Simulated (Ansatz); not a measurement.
Basis-set series for `[BH2][Ge]([F])([F])[AlH2]`. Charge 0, multiplicity 1. The structure was optimised at the PBE0-D4/def2-TZVP level.

```
functional       basis  functions  energy (Eh)  HOMO (eV)  LUMO (eV)
   PBE0-D4    def2-SVP        112  -2545.27411      -7.48      -2.97
   PBE0-D4  def2-TZVPP        239  -2545.90505      -7.54      -3.03
   ωB97M-V    def2-SVP        112  -2545.66803      -9.42      -0.92
   ωB97M-V  def2-TZVPP        239  -2546.30618      -9.52      -1.08
```

Problem. Give the rows for def2-QZVPP. (Estimate.)

Solution. Computed: 
| functional | basis | functions | energy (Eh) | HOMO (eV) | LUMO (eV) |
| --- | --- | --- | --- | --- | --- |
| PBE0-D4 | def2-QZVPP | 450 | -2545.97083 | -7.57 | -3.06 |
| ωB97M-V | def2-QZVPP | 450 | -2546.36976 | -9.55 | -1.13 |

Scalar relativity is left out up to krypton.
